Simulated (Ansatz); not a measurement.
Relaxation of Ru₂Br₆ with RKS PBE-D4/def2-SVP.

```sh
$ ansatz run in.yaml --threads 4 --pin off --events-out ev --progress --plain --max-ram 6963MiB
```

```yaml
crystal:
  periodic: [false, false, false]
  atoms:
    - {symbol: Ru, position_ang: [-1.373270, 0.983550, 0.547830]}
    - {symbol: Ru, position_ang: [-0.168940, -0.523100, -0.648540]}
    - {symbol: Br, position_ang: [-0.229890, 1.380140, 2.577770]}
    - {symbol: Br, position_ang: [-3.407290, 1.962330, -0.035420]}
    - {symbol: Br, position_ang: [4.085400, -0.704240, 0.649730]}
    - {symbol: Br, position_ang: [2.214700, 0.069460, -0.644320]}
    - {symbol: Br, position_ang: [-1.036660, -0.492390, -2.872700]}
    - {symbol: Br, position_ang: [-0.084050, -2.675750, 0.425650]}
basis:
  gaussian: {orbitals: def2-SVP}
hamiltonian: {xc: pbe, dispersion: d4}
scf: {lower_state_search: "off"}
output: {orbitals: {seedname: orbitals}}
relax: {f_tol: 0.03, max_steps: 70}
```

Run time 58 s (4 threads of Arm Neoverse V2 on a shared host), peak host memory 0.6 GiB.

Positions (Å) and forces (eV/Å) at steps 1, 2, 3, 4, 5, 6, 7, 8 of 8:

```xyz
8
step=1 energy=-425335.7292 eV
Ru   -1.373    0.984    0.548    1.679   -1.492   -1.048
Ru   -0.169   -0.523   -0.649   -0.712    1.416    1.488
Br   -0.230    1.380    2.578   -0.105   -0.154   -0.313
Br   -3.407    1.962   -0.035    0.031   -0.123   -0.138
Br    4.085   -0.704    0.650    0.831   -0.423    0.663
Br    2.215    0.069   -0.644   -1.718    0.394   -0.707
Br   -1.037   -0.492   -2.873    0.035    0.047    0.242
Br   -0.084   -2.676    0.426   -0.042    0.336   -0.187
8
step=2 energy=-425336.1701 eV
Ru   -1.255    0.944    0.507   -0.256    0.222    0.250
Ru   -0.191   -0.498   -0.579    0.253    0.057   -0.091
Br   -0.129    1.287    2.520    0.142   -0.004    0.213
Br   -3.303    1.860   -0.139   -0.039   -0.040   -0.159
Br    4.004   -0.700    0.700    0.177   -0.095    0.213
Br    2.063    0.182   -0.668   -0.138    0.078   -0.295
Br   -1.070   -0.441   -2.777   -0.138   -0.008   -0.236
Br   -0.119   -2.634    0.437    0.000   -0.210    0.104
8
step=3 energy=-425336.2205 eV
Ru   -1.245    0.951    0.557   -0.129    0.098    0.035
Ru   -0.191   -0.471   -0.583    0.079    0.024   -0.016
Br   -0.093    1.267    2.578    0.038   -0.035    0.029
Br   -3.282    1.814   -0.213    0.105   -0.080   -0.058
Br    3.985   -0.701    0.740   -0.018    0.000    0.036
Br    2.064    0.192   -0.741   -0.025   -0.022   -0.054
Br   -1.112   -0.433   -2.785   -0.055    0.000    0.058
Br   -0.126   -2.619    0.447    0.007    0.014   -0.030
8
step=4 energy=-425336.2428 eV
Ru   -1.223    0.976    0.596   -0.157    0.054    0.008
Ru   -0.177   -0.430   -0.570   -0.070   -0.022   -0.212
Br   -0.032    1.209    2.617   -0.026    0.013   -0.024
Br   -3.223    1.745   -0.372    0.207   -0.058    0.086
Br    3.942   -0.692    0.807   -0.061    0.021   -0.041
Br    2.077    0.200   -0.787    0.011   -0.025    0.052
Br   -1.269   -0.406   -2.705    0.097   -0.049    0.172
Br   -0.095   -2.602    0.414    0.000    0.066   -0.041
8
step=5 energy=-425336.2230 eV rejected
Ru   -1.186    0.950    0.625    0.061   -0.206   -0.025
Ru   -0.153   -0.436   -0.603   -0.174    0.294    0.184
Br   -0.053    1.349    2.656    0.018   -0.058   -0.112
Br   -3.114    1.742   -0.403   -0.082    0.031   -0.022
Br    3.885   -0.740    0.840   -0.016    0.054   -0.008
Br    2.072    0.293   -0.721    0.086   -0.168   -0.040
Br   -1.405   -0.494   -2.629    0.066    0.037   -0.018
Br   -0.046   -2.665    0.236    0.040    0.016    0.042
8
step=6 energy=-425336.2491 eV
Ru   -1.227    0.965    0.619   -0.018    0.024   -0.044
Ru   -0.181   -0.415   -0.580    0.021   -0.080   -0.009
Br   -0.037    1.251    2.630    0.020   -0.012    0.012
Br   -3.187    1.753   -0.372   -0.014    0.007   -0.006
Br    3.911   -0.708    0.817   -0.027    0.000   -0.011
Br    2.072    0.209   -0.775    0.039    0.049    0.008
Br   -1.289   -0.452   -2.689   -0.009    0.024    0.034
Br   -0.061   -2.603    0.350   -0.011   -0.013    0.015
8
step=7 energy=-425336.2404 eV rejected
Ru   -1.224    0.968    0.595    0.001   -0.082    0.081
Ru   -0.158   -0.417   -0.584   -0.095    0.213   -0.060
Br   -0.029    1.221    2.609    0.006    0.019    0.012
Br   -3.190    1.752   -0.385   -0.013    0.006   -0.021
Br    3.866   -0.773    0.794    0.024    0.050    0.011
Br    2.071    0.304   -0.745    0.006   -0.183   -0.005
Br   -1.303   -0.469   -2.670    0.023   -0.006   -0.027
Br   -0.034   -2.586    0.387    0.048   -0.016    0.008
8
step=8 energy=-425336.2505 eV
Ru   -1.226    0.963    0.607    0.003   -0.009    0.023
Ru   -0.182   -0.424   -0.585    0.000    0.003   -0.001
Br   -0.027    1.218    2.620   -0.003    0.000   -0.014
Br   -3.180    1.773   -0.381    0.002   -0.003   -0.001
Br    3.874   -0.714    0.821    0.010   -0.001    0.006
Br    2.065    0.228   -0.777    0.008    0.008   -0.004
Br   -1.303   -0.447   -2.684   -0.004   -0.008   -0.006
Br   -0.021   -2.597    0.380   -0.016    0.010   -0.004
```

In the def2 sets Ru takes a core potential; there is no spin–orbit coupling. In the singlet, Br5 and Br6 lie 2.59 Å apart (atoms count from 1), so these atoms are partly bonded to each other. Another isomer (singlet) lies 2.25 eV lower at PBE0-D4/def2-TZVP; other spin states weren't run for this one.
